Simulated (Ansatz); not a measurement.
Ge₂C, relaxed as a singlet with RKS r2SCAN-D4/def2-TZVP in Ansatz, starting from the GFN1-xTB geometry. Force threshold 0.02 eV/Å.

The structure comes from a short search, and lower isomers may exist.

Start:

```xyz
3

Ge   -1.2143   -1.1599    0.4538
Ge    1.1720    1.0686   -0.7144
C     0.0424    0.0913    0.2606
```

(1) Estimate the energy that the relaxation releases and the steps that it takes.

(2) Does the start keep its bonding?

(3) Predict the relaxed structure.

## Answers

(1) 1.2 kcal/mol, in 6 steps; 7.5 s on 4 threads of Arm Neoverse V1 on a shared host. No frequencies were taken in this run, so the end may be a saddle point.

(2) By distances, no bond broke or formed. The bond that changes most is Ge1–C3, from 1.78 to 1.78 Å (atoms count from 1). The end is the same structure that another start reached.

(3) 
| atom | x (Å) | y (Å) | z (Å) |
| --- | --- | --- | --- |
| Ge1 | -1.1225 | -1.0999 | 0.2688 |
| Ge2 | 1.0380 | 0.9177 | -0.7889 |
| C3 | 0.0845 | 0.1822 | 0.5201 |
Bond lengths: 2 × C–Ge 1.78 Å.
